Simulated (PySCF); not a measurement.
**First-order multiplets**

Atoms are numbered as in `[CH3:1][C:2]([CH3:3])=[CH:4][CH:5]([CH3:6])[CH3:7]`. Hydrogens are named by the atom that carries them.

PySCF 2.14 calculation with structure optimised with PBE0-D3(BJ)/def2-SVP, B3LYP/pcJ-1 coupling constants (without the spin–dipole term) and shieldings: GIAO PBE0/pcSseg-1; no solvent, non-relativistic Hamiltonian, one computed conformer, equivalent nuclei averaged.

Shifts are taken against calculated references (same method and geometry level): 1H and 13C against TMS.

Spectrometer: 400 MHz for 1H. First-order analysis; couplings under 1 Hz (under 4 Hz in carbon signals) are ignored, and nearly equal couplings are merged; the smaller ones broaden or split the lines further.

Question: What pattern does H(C1) show (1H)?

Answer: A doublet at δ 1.70: 1.9 Hz to H(C4) (1 × 1H, 4 bonds away). Lines in Hz from the centre (relative intensity): +0.9 (1), -0.9 (1). The outer lines are 1.9 Hz apart, the sum of the couplings kept, or 0.005 ppm at this field.

Question: What pattern does H(C5) show (1H)?

Answer: A doublet of septets at δ 2.39: 11.2 Hz to H(C4) (1 × 1H, 3 bonds away), 7.3 Hz to H(C6)/H(C7) (6 × 1H, 3 bonds away). Lines in Hz from the centre (relative intensity): +27.5 (1), +20.2 (6), +16.3 (1), +12.9 (15), +9.0 (6), +5.6 (20), +1.7 (15), -1.7 (15), -5.6 (20), -9.0 (6), -12.9 (15), -16.3 (1), -20.2 (6), -27.5 (1). The outer lines are 55.0 Hz apart, the sum of the couplings kept, or 0.138 ppm at this field.

Question: What pattern does C2 show in the proton-coupled 13C spectrum?

Answer: A septet of doublets at δ 136.1: 5.8 Hz to H(C1) and H(C3) (6 × 1H, 2 bonds away), 4.3 Hz to H(C5) (1 × 1H, 3 bonds away). Lines in Hz from the centre (relative intensity): +19.6 (1), +15.2 (1), +13.8 (6), +9.4 (6), +8.0 (15), +3.6 (15), +2.1 (20), -2.1 (20), -3.6 (15), -8.0 (15), -9.4 (6), -13.8 (6), -15.2 (1), -19.6 (1). The outer lines are 39.1 Hz apart, the sum of the couplings kept, or 0.389 ppm at this field.

Question: What pattern does H(C6)/H(C7) show (1H)?

Answer: A doublet at δ 0.93: 7.3 Hz to H(C5) (1 × 1H, 3 bonds away). Lines in Hz from the centre (relative intensity): +3.6 (1), -3.6 (1). The outer lines are 7.3 Hz apart, the sum of the couplings kept, or 0.018 ppm at this field.

Unscaled 3J(H,H) at this level run about 10 % above measured values. Couplings across =CH–CH2 type bonds come from one rotamer and its mirror image, and can be 1–2 Hz further off. Vicinal couplings across rotatable single bonds and in flexible rings belong to the one computed conformer; a conformer average would change them.
